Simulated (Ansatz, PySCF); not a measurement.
Complex: CH5N (SMILES CN) (first 7 atoms) with CH4S (SMILES CS); geometry from B3LYP-D3(BJ)/def2-TZVP, rigid monomers moved along the line of their centres of mass till N2···H13 is 3.88 Å.
(charge 0, multiplicity 1):
```csv
atom,x (Å),y (Å),z (Å)
C,0.4179,0.3904,0.4630
N,-0.3624,-0.8173,0.7383
H,1.4249,0.2622,0.8616
H,-0.0348,1.2331,0.9871
H,0.5030,0.6492,-0.5993
H,0.0695,-1.6356,0.3269
H,-1.2953,-0.7431,0.3505
C,1.1348,0.1831,6.0076
S,-0.6727,0.0008,5.8538
H,1.5228,0.9013,5.2873
H,1.3317,0.5543,7.0119
H,1.6375,-0.7743,5.8845
H,-0.6661,-0.4938,4.5925
```

Monomers are frozen at their geometry in the pair; levels with a basis set take the counterpoise correction.

Frozen-core correlation.

Run with Ansatz (an electronic-structure program) with Gaussian orbitals; PySCF for the dispersion terms. Each number belongs to the level named beside it.

PBE/def2-TZVPPD gives -3.0 kJ/mol for the interaction energy.

Task: How do the other levels lie against it? Give each less PBE: PBE-D3(BJ)/def2-TZVPPD, r2SCAN/def2-TZVPPD, PBE0/def2-TZVPPD, wB97M-V/def2-TZVPPD, MP2/aug-cc-pV(D+d)Z, CCSD(T)/aug-cc-pV(D+d)Z.

Result: PBE-D3(BJ)/def2-TZVPPD -1.1; r2SCAN/def2-TZVPPD 0.3; PBE0/def2-TZVPPD 0.1; wB97M-V/def2-TZVPPD -0.6; MP2/aug-cc-pV(D+d)Z -0.8; CCSD(T)/aug-cc-pV(D+d)Z -0.6 kJ/mol. 2 of 6 lie above PBE; the widest gap is to PBE-D3(BJ)/def2-TZVPPD.
